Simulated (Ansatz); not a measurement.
Basis-set extrapolation for C₂H₆OSi, SMILES `CC1O[SiH2]1` (PBE0-D4/def2-TZVP geometry, frozen core, the Gaussian-basis code of Ansatz). Multiplicity 1, RHF reference.

```json
{"": "HF", "def2-TZVPP": "-443.071686", "def2-QZVPP": "-443.088490"}
{"": "MP2 correlation", "def2-TZVPP": "-0.702386", "def2-QZVPP": "-0.752064"}
{"": "CCSD(T) correlation", "def2-TZVPP": "-0.766941", "def2-QZVPP": "not run"}
```

Energies in hartree. Use E(X) = E(∞) + A·exp(−7.88·√X) for Hartree–Fock and E(X) = E(∞) + B·X^(−2.97) for correlation, with X = 3 and 4, and add CCSD(T) minus MP2 of the smaller set to the MP2 limit.

Q: What is the CCSD(T) energy at the basis-set limit?

A: HF limit: -443.088490 + (-0.016804) × 0.13774 = -443.09080. MP2 limit: -0.752064 + (-0.049678) × 0.74074 = -0.78886. Higher-order term: -0.766941 − (-0.702386) = -0.06456. Total: -443.94422 hartree, 277.2 kJ/mol below CCSD(T)/def2-TZVPP.
